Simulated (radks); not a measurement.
Q: These are the eigenvalues of the occupied orbitals of an atom or ion with whole-number occupations (eV). All-electron calculation, scalar-relativistic Kohn-Sham, PBE, spin-polarised, spherical densities, finite nucleus; Fermi nuclear charge, rms radius of each element as measured or else 0.836 A^(1/3) + 0.57 fm. Program: a radial shooting solver on a logarithmic mesh with Libxc functionals.

1s up: -90625.32
1s down: -90625.30
2s up: -16291.05
2s down: -16291.04
2p up: -13942.92
2p down: -13942.90
3s up: -3938.724
3s down: -3938.708
3p up: -3267.458
3p down: -3267.440
3d up: -2591.665
3d down: -2591.649
4s up: -910.2240
4s down: -910.1976
4p up: -690.1695
4p down: -690.1411
4d up: -438.1610
4d down: -438.1286
5s up: -165.7365
5s down: -165.6592
4f up: -160.6870
4f down: -160.6496
5p up: -103.9540
5p down: -103.8751
5d up: -35.2287
5d down: -34.9679
6s up: -22.6026
6s down: -21.3481
6p up: -12.0381

Which element is it, and in what charge state? The configuration may be excited.

A: Z = 83, bismuth, charge +1: Bi+ in [Hg] 6p(up 2, down 0). The list shows which subshells hold electrons but not how many an open one holds; the 1s level, -3330.4 hartree, gives Z - s = 81.6 by -(Z - s)^2/2, which with screening and relativity narrows Z to a few neighbours, and the depths of the outer levels then fix element, charge and occupations together.
